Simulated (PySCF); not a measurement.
# Dipole polarisabilities along the third row

Calculated with PySCF 2.14 for the ground configurations, without spin-orbit coupling: coupled response for Hartree-Fock and DFT. Mean α in bohr³, C₆ of like pairs in atomic units.

```json
{"species": "Mg [Ne] 3s2 (aug-cc-pCVQZ, non-relativistic)", "α UHF": "81.59", "α PBE": "74.17", "α PBE0": "75.12", "α recommended (Schwerdtfeger and Nagle)": "71.2 ± 0.4", "C₆ UHF": "766.4", "C₆ PBE": "661.1", "C₆ PBE0": "676.0"}
{"species": "Al [Ne] 3s2 3p1 (aug-cc-pwCVQZ, non-relativistic)", "α UHF": "61.28", "α PBE": "65.58", "α PBE0": "62.38", "α recommended (Schwerdtfeger and Nagle)": "57.8 ± 1", "C₆ UHF": "554.6", "C₆ PBE": "582.2", "C₆ PBE0": "553.8"}
{"species": "Si [Ne] 3s2 3p2 (aug-cc-pCVQZ-DK, spin-free X2C)", "α UHF": "38.49", "α PBE": "41.79", "α PBE0": "n/a", "α recommended (Schwerdtfeger and Nagle)": "37.3 ± 0.7", "C₆ UHF": "316.1", "C₆ PBE": "343.5", "C₆ PBE0": "n/a"}
{"species": "P [Ne] 3s2 3p3 (aug-cc-pCVQZ-DK, spin-free X2C)", "α UHF": "25.45", "α PBE": "27.70", "α PBE0": "26.53", "α recommended (Schwerdtfeger and Nagle)": "25 ± 1", "C₆ UHF": "187.9", "C₆ PBE": "206.7", "C₆ PBE0": "196.4"}
{"species": "S [Ne] 3s2 3p4 (aug-cc-pwCVQZ, non-relativistic)", "α UHF": "19.13", "α PBE": "21.01", "α PBE0": "20.10", "α recommended (Schwerdtfeger and Nagle)": "19.4 ± 0.1", "C₆ UHF": "130.2", "C₆ PBE": "145.3", "C₆ PBE0": "137.8"}
{"species": "Cl [Ne] 3s2 3p5 (aug-cc-pwCVQZ, non-relativistic)", "α UHF": "14.21", "α PBE": "15.66", "α PBE0": "15.01", "α recommended (Schwerdtfeger and Nagle)": "14.6 ± 0.1", "C₆ UHF": "89.06", "C₆ PBE": "99.93", "C₆ PBE0": "94.92"}
{"species": "Ar [Ar] (aug-cc-pwCVQZ, non-relativistic)", "α UHF": "10.74", "α PBE": "11.85", "α PBE0": "11.37", "α recommended (Schwerdtfeger and Nagle)": "11.083 ± 0.007", "C₆ UHF": "62.03", "C₆ PBE": "69.76", "C₆ PBE0": "66.39"}
```

Hartree-Fock lacks correlation. PBE lies above the recommended values here, as self-interaction makes its density too diffuse. All values carry a basis error.
